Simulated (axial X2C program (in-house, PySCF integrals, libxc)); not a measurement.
## Potential curves of SbSe⁺, two-component

Computed with an in-house all-electron X2C program for linear molecules (integrals from PySCF). Two-component (2c) means X2C with spin–orbit coupling and atomic mean-field two-electron Coulomb and Gaunt terms. Basis: Sb dyall-v3z [11s12p8d1f], Se dyall-v3z [8s9p6d1f] (cores contracted in-house); Gaussian nuclei, density fitting, unrestricted open shells. Masses: Sb 120.904 u, Se 79.917 u.

State: Ω = 0 (closed shell). Energies in kJ/mol from the lowest point of each curve. Fits are polynomials in 1 − R0/R over 0.85 to 1.23 times the lowest point R0.

| R (Å) | PW91 | r2SCAN |
| --- | --- | --- |
| 1.9723 | 181.90 | 168.37 |
| 2.0630 | 81.12 | 71.29 |
| 2.1310 | 36.04 | 29.31 |
| 2.1990 | 10.52 | 7.09 |
| 2.2670 | 0.00 | 0.00 |
| 2.3463 | 1.89 | 5.96 |
| 2.4257 | 14.86 | 23.03 |
| 2.5277 | 42.42 | 55.78 |
| 2.6524 | 85.93 | 105.40 |
| 2.8337 | 156.72 | 184.48 |

The state is a single determinant with fixed occupations, the lowest that a limited PBE0 search found. Closed shells are restricted here (equal orbitals for both partners); the stretched side of such a curve lies too high.

Question: Fit the PW91 curve near its minimum: give the equilibrium distance and the harmonic wavenumber.

Answer: At PW91, 2c: Re = 2.294 Å, ωe ≈ 358 cm⁻¹; Be follows as 0.0666 cm⁻¹.

Question: What are Re and ωe at the r2SCAN level?

Answer: At r2SCAN, 2c: Re = 2.272 Å, ωe ≈ 376 cm⁻¹; Be follows as 0.0679 cm⁻¹.
